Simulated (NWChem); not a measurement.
# Basis-set convergence for CH3FSi

```xyz
6

Si     0.0729    -0.6822     0.0000
F      1.3303     0.3833     0.0000
C     -1.3511     0.5843     0.0000
H     -2.3467     0.1116     0.0000
H     -1.2703     1.2421    -0.8861
H     -1.2703     1.2421     0.8861
```
Charge 0, spin multiplicity 1.

The numbers come from NWChem runs, not from measurements. The geometry was optimised at B3LYP/def2-SVP, a minimum by its harmonic frequencies.

Quantity: LUMO energy at the level B3LYP.

B3LYP has NWChem's definition, with VWN1-RPA local correlation. The Pople sets run with spherical d functions. The structure started from a generated list of species.

```
basis        functions  LUMO energy (eV)
-----------  ---------  ----------------
6-31G*              52             -2.19
pcseg-1             61             -2.45
6-31+G*             64             -2.53
6-311G**            80             -2.38
def2-SVPD           91             -2.48
aug-pcseg-1        100             -2.55
def2-TZVP          117             -2.41
def2-TZVPP         146             -2.41
def2-TZVPD         147             -2.48
aug-cc-pVTZ        211             -2.50
```

Smallest basis within 0.2 eV of aug-cc-pVTZ, the largest set run: pcseg-1, with 61 functions against 211 (also within reach: 6-31+G*, 6-311G**, def2-SVPD, aug-pcseg-1, def2-TZVP, def2-TZVPP, def2-TZVPD). aug-cc-pVTZ isn't the basis-set limit itself, and a small set can land close by cancellation.
